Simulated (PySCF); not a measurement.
Electron correlation in Ba⁴⁴⁺ (barium, charge +44)

[Ne] 3s2, closed-shell 1S. Calculation: PySCF 2.14, in an even-tempered Gaussian basis (18 s from 9.2 bohr⁻², ratio 2.5; 12 p from 12 bohr⁻², ratio 2.5; 4 d from 44 bohr⁻², ratio 2.7; 4 f from 66 bohr⁻², ratio 2.7); the spin-free X2C one-electron Hamiltonian (Gaussian nucleus). Frozen: 1s2; 10 electrons correlated; the 21 highest virtual orbitals of each spin left out.

MP2 pair energies summed by pair of shells (mhartree):

```tsv
pair	energy	share (%)
2p-2p	-219.28	47.3
3s-3s	-100.74	21.7
2s-2p	-62.74	13.5
2p-3s	-60.18	13.0
2s-2s	-11.14	2.4
2s-3s	-9.23	2.0
```

Total MP2 correlation energy: -463.32 mhartree.

MP2 falls well short for the outer s pair, which is nearly degenerate with np².

At this charge the one-electron X2C treatment keeps the bare 1/r₁₂, with no two-electron picture change or Breit term. The effect here is smaller than on the frozen 1s shell; and a scalar Hamiltonian misses the large spin-orbit splitting of the p shells, which matters for ns² → np² pairs.
